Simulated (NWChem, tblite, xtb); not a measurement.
Si2H5SO (SMILES O[SiH2]S[SiH2]): methods side by side

The species is Si2H5SO (9 atoms), meant as a doublet with charge 0. As SMILES, `O[SiH2]S[SiH2]`. The shape is that of a PBE0-D4/def2-TZVP optimisation. This is one conformer, not always the lowest.

```xyz
9

O    -0.3855    1.7208   -1.0145
Si   -1.1207    0.6334   -0.0341
S    -0.6251   -1.3948   -0.5175
Si    1.1242   -1.5292    0.6892
H     0.5725    1.7171   -1.0512
H    -0.7535    0.8521    1.3889
H    -2.5693    0.7960   -0.2667
H     1.8677   -0.2320    0.6667
H     1.9780   -2.6097    0.1222
```

Each level gives the dipole moment (D). The values are calculated.

```json
{"level": "GFN2-xTB", "kind": "semi-empirical", "program": "tblite", "value (D)": "3.15", "CPU time": "under 2 s"}
{"level": "GFN1-xTB", "kind": "semi-empirical", "program": "tblite", "value (D)": "2.31", "CPU time": "under 2 s"}
{"level": "IPEA1-xTB", "kind": "semi-empirical", "program": "tblite", "value (D)": "2.33", "CPU time": "under 2 s"}
{"level": "GFN0-xTB", "kind": "semi-empirical", "program": "xtb", "value (D)": "3.23", "CPU time": "under 2 s"}
{"level": "UHF/STO-3G", "kind": "Hartree–Fock", "program": "NWChem", "value (D)": "2.13", "CPU time": "3.7 s"}
{"level": "UHF/3-21G", "kind": "Hartree–Fock", "program": "NWChem", "value (D)": "3.39", "CPU time": "4.3 s"}
{"level": "UHF/def2-SVP", "kind": "Hartree–Fock", "program": "NWChem", "value (D)": "2.08", "CPU time": "21 s"}
{"level": "UB3LYP/6-31G* (spherical functions)", "kind": "global hybrid", "program": "NWChem", "value (D)": "1.86", "CPU time": "52 s"}
{"level": "UPBE0/def2-SVP", "kind": "global hybrid", "program": "NWChem", "value (D)": "1.69", "CPU time": "35 s"}
```

The values span 1.69 to 3.39 D. Magnitudes only. Sets without polarisation functions give poor dipoles. Without the sets that lack polarisation functions the rows with a basis span only 1.69 to 2.08 D. CPU times are rough (shared hosts, several kinds of processor and program).
